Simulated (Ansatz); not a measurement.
CH$_{5}$BTe, SMILES `CB[TeH]`. Charge 0, multiplicity 1. Te: def2 effective core potential.

| atom | x (Å) | y (Å) | z (Å) |
| --- | --- | --- | --- |
| C1 | -0.269 | -0.348 | -0.851 |
| B2 | -0.521 | 0.372 | 0.503 |
| Te3 | 0.941 | 0.741 | 1.993 |
| H4 | -0.932 | -1.219 | -0.923 |
| H5 | -0.574 | 0.311 | -1.673 |
| H6 | 0.755 | -0.676 | -1.029 |
| H7 | -1.604 | 0.781 | 0.806 |
| H8 | 2.204 | 0.038 | 1.174 |

Question: What are the harmonic wavenumbers in cm⁻¹ at PBE0-D4/def2-TZVP (Ansatz, finite differences of forces, unscaled)? (An estimate is asked.)

Answer: Ansatz gave: 101, 233, 343, 488, 640, 693, 829, 854, 1034, 1125, 1317, 1445, 1448, 2140, 2620, 3027, 3082, 3139.

Question: Is this a minimum?

Answer: Yes, all 18 modes are real.

Question: Give the ideal-gas thermochemistry at 298.15 K and 1 bar (rigid rotor, harmonic oscillator; point group Cs, symmetry number 1).

Answer: Zero-point energy 146.9 kJ/mol; H(298) − E = 162.9 kJ/mol; entropy 310.4 J/(mol·K), of which translation 171.8, rotation 103.3, vibration 35.3; G(298) − E = 70.3 kJ/mol.
